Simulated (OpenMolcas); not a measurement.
A ladder of methods for BGeH3Cl2 (SMILES Cl[B](Cl)[GeH3])

BGeH3Cl2 has 7 atoms, charge 0, and is taken as a singlet. As SMILES, `Cl[B](Cl)[GeH3]`. The shape is that of a PBE0-D4/def2-TZVP optimisation.

Each level gives the dipole moment (D). The values are calculated.

| level | kind | program | value (D) |
| --- | --- | --- | --- |
| HF/cc-pVDZ | Hartree–Fock | OpenMolcas | 0.62 |
| SVWN5/cc-pVDZ | LDA | OpenMolcas | 0.20 |
| revPBE/cc-pVDZ | GGA | OpenMolcas | 0.17 |
| r2SCAN/cc-pVDZ | meta-GGA | OpenMolcas | 0.32 |
| B3LYP/cc-pVDZ | global hybrid | OpenMolcas | 0.25 |
| BHLYP/cc-pVDZ | global hybrid | OpenMolcas | 0.43 |
| M06-2X/cc-pVDZ | hybrid meta-GGA | OpenMolcas | 0.42 |
| PBE0/cc-pVDZ | global hybrid | OpenMolcas | 0.34 |

All-electron rows without a relativistic Hamiltonian named are non-relativistic. The values span 0.17 to 0.62 D. Magnitudes only.
